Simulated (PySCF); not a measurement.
Al(F)(Me)(SH) (CH4AlFS), SMILES [CH3][Al]([F])[SH].

Geometry optimised at B3LYP-D3(BJ)/def2-SVP. Other conformers were not sampled.

Calculation: TDDFT-CAM-B3LYP/def2-SVPD in PySCF.

Vertical excitations. The molecule is in vacuum. State labels are in the subgroup Cs.

| state | symmetry | energy (eV) | λ (nm) | f | main pairs |
|---|---|---|---|---|---|
| S1 | A" | 6.09 | 204 | 0.072 | HOMO→LUMO 87 % |
| S2 | A' | 6.55 | 189 | 0.022 | HOMO→LUMO+1 81 % |
| S3 | A" | 6.58 | 188 | 0.006 | HOMO→LUMO+2 69 %, HOMO→LUMO+3 19 % |
| S4 | A" | 6.77 | 183 | 0.002 | HOMO−1→LUMO+1 96 % |
| S5 | A' | 7.03 | 176 | 0.291 | HOMO−1→LUMO 81 % |
| S6 | A" | 7.82 | 159 | 0.004 | HOMO→LUMO+3 53 %, HOMO→LUMO+4 16 %, HOMO→LUMO+2 11 %, HOMO→LUMO+7 8 % |
| S7 | A' | 7.84 | 158 | 0.087 | HOMO−1→LUMO+2 76 % |
| S8 | A" | 8.17 | 152 | 0.001 | HOMO→LUMO+4 47 %, HOMO→LUMO+3 14 %, HOMO→LUMO+6 13 %, HOMO→LUMO+7 9 % |
| S9 | A' | 8.45 | 147 | 0.062 | HOMO−2→LUMO 49 %, HOMO−1→LUMO+4 38 % |
| S10 | A" | 8.48 | 146 | 0.009 | HOMO→LUMO+7 73 %, HOMO→LUMO+4 19 % |
| T1 | A" | 5.72 | 217 | 0 | HOMO→LUMO 76 %, HOMO→LUMO+2 12 % |
| T2 | A' | 5.75 | 216 | 0 | HOMO→LUMO+1 95 % |
| T3 | A" | 6.09 | 203 | 0 | HOMO→LUMO+2 56 %, HOMO→LUMO+3 20 % |
| T4 | A' | 6.36 | 195 | 0 | HOMO−1→LUMO 84 % |
Triplets are in the Tamm–Dancoff approximation, which puts them higher than full response would, so one can lie above its singlet here.
